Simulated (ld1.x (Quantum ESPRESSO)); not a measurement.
## Transferability test, TM potential for fluorine (F)

- Element: F
- Generator: ld1.x (Quantum ESPRESSO) 7.5
- Type: norm-conserving Troullier–Martins (Kleinman–Bylander form)
- Functional: PBE
- Relativity: scalar-relativistic
- Frozen core: [He]
- Valence charge: 7
- Reference configuration: 2s2 2p5
- Partial waves: 2p (bound): rc 1.10 bohr; 2s (bound): rc 0.70 bohr
- Local potential: the s channel
- Core correction: Bessel-smoothed model core inside 0.50 bohr

Energies are relative to the spin-unpolarised reference configuration 2s2 2p5; without spin polarisation the order of configurations can differ from experiment.

```tsv
valence configuration	charge	ΔE all-electron (eV)	error AE − PS (meV)
2s2 2p4	+1	19.390	+2.7
2s2 2p3	+2	57.775	+50
2s2 2p4.5	+0.5	7.543	-0.3
2s1 2p6	0	18.814	+15
2s2 2p5.3	-0.3	-2.670	+0.3
```

**Question.** What are ΔE and the potential's error for 2s2 2p2?

**Answer.** ΔE = 118.413 eV all-electron; the error (AE − PS) is +262 meV.

**Question.** What are ΔE and the potential's error for 2s1 2p5?

**Answer.** ΔE = 38.493 eV all-electron; the error (AE − PS) is -9.5 meV.

Levels in the configuration 2s2 2p5.3:

| level | all-electron (eV) | pseudo (eV) |
| --- | --- | --- |
| 2s | -25.405 | -25.402 |
| 2p | -6.759 | -6.759 |
